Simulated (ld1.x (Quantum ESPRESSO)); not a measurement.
Cd, PAW: configuration errors across variants

- Element: Cd (Z = 48)
- Generator: ld1.x (Quantum ESPRESSO) 7.5
- Type: PAW
- Functional: LDA (PZ)
- Relativity: scalar-relativistic
- Frozen core: [Ar] 3d10 4s2
- Valence charge: 18
- Reference configuration: 4p6 4d10 5s1.75 5p0.25
- Partial waves: 5s (bound): rcut 2.10, rcutus 2.25 bohr; 5s channel at 0.2 Ry: rcut 2.10, rcutus 2.25 bohr; 4p (bound): rcut 1.30, rcutus 1.45 bohr; 5p (bound): rcut 1.30, rcutus 1.45 bohr; 4d (bound): rcut 1.15, rcutus 1.60 bohr; 4d channel at -0.6 Ry: rcut 1.15, rcutus 1.60 bohr
- Local potential: all-electron potential smoothed inside 2.10 bohr (lloc = -1)
- Core correction: a·sin(br)/r model core, default radius (core density twice the valence density)
- Augmentation charge: BESSEL, radius 1.00 bohr

All-electron excitation energies from the reference (eV): (1) 4p6 4d10 5s2 5p0 -1.166; (2) 4p6 4d10 5s1 5p0 8.462; (3) 4p6 4d10 5s0 5p0 25.982; (4) 4p5 4d10 5s2 5p0 73.059; (5) 4p6 4d9 5s0 5p0 64.238; (6) 4p6 4d10 5s0 5p2 8.748; (7) 4p6 4d10 5s1 5p1 3.624; (8) 4p6 4d10 5s1.75 5p0.25 spin -0.029; (9) 4p6 4d10 5s1 5p0 spin 8.273.

Spin tests fill each open shell by Hund’s rule, majority spin first.

Errors AE − PS in meV (a dash: test not solved or not reliable):

| change | (1) | (2) | (3) | (4) | (5) | (6) | (7) | (8) | (9) | bound ghosts |
| --- | --- | --- | --- | --- | --- | --- | --- | --- | --- | --- |
| base | +0.3 | -0.7 | +0.8 | -53 | -23 | +2.4 | +0.1 | 0.0 | -0.4 | none |
| wave 4d channel at -0.6 Ry: rcut 1.15, rcutus 1.60 bohr becomes 4d channel at -0.8 Ry: rcut 1.15, rcutus 1.60 bohr | +0.5 | -2.0 | -3.1 | -56 | -32 | +1.0 | -0.4 | 0.0 | -1.7 | none |
| wave 4d channel at -0.6 Ry: rcut 1.15, rcutus 1.60 bohr becomes 4d channel at -0.71 Ry: rcut 1.15, rcutus 1.60 bohr | +0.3 | -0.8 | +0.4 | -52 | -24 | +2.2 | 0.0 | -0.1 | -0.5 | none |
| wave 4d channel at -0.6 Ry: rcut 1.15, rcutus 1.60 bohr becomes 4d channel at -0.54 Ry: rcut 1.15, rcutus 1.60 bohr | +0.3 | -0.6 | +0.8 | -53 | -23 | +2.4 | +0.2 | 0.0 | -0.3 | none |
| wave 4d channel at -0.6 Ry: rcut 1.15, rcutus 1.60 bohr becomes 4d channel at -0.25 Ry: rcut 1.15, rcutus 1.60 bohr | +0.3 | -0.7 | +0.7 | -52 | -23 | +2.3 | +0.2 | 0.0 | -0.4 | none |
| wave 4d channel at -0.6 Ry: rcut 1.15, rcutus 1.60 bohr becomes 4d channel at 1.1 Ry: rcut 1.15, rcutus 1.60 bohr | +0.3 | -0.6 | +0.5 | -46 | -21 | +2.3 | +0.2 | 0.0 | -0.3 | none |
| wave 4d channel at -0.6 Ry: rcut 1.15, rcutus 1.60 bohr becomes 4d channel at 3.08 Ry: rcut 1.15, rcutus 1.60 bohr | +0.3 | -0.8 | +0.3 | -30 | -19 | +2.1 | +0.1 | 0.0 | -0.4 | none |
| wave 4d channel at -0.6 Ry: rcut 1.15, rcutus 1.60 bohr becomes 4d channel at 5.02 Ry: rcut 1.15, rcutus 1.60 bohr | +0.2 | -0.6 | +1.2 | -56 | -15 | +2.6 | +0.3 | 0.0 | -0.1 | none |

**Question.** Give the same row for: wave 4d channel at -0.6 Ry: rcut 1.15, rcutus 1.60 bohr becomes 4d channel at 0.36 Ry: rcut 1.15, rcutus 1.60 bohr.

**Answer.** +0.2, -0.7, +0.6, -51, -22, +2.3, +0.2, 0.0, -0.4; bound ghosts: none.
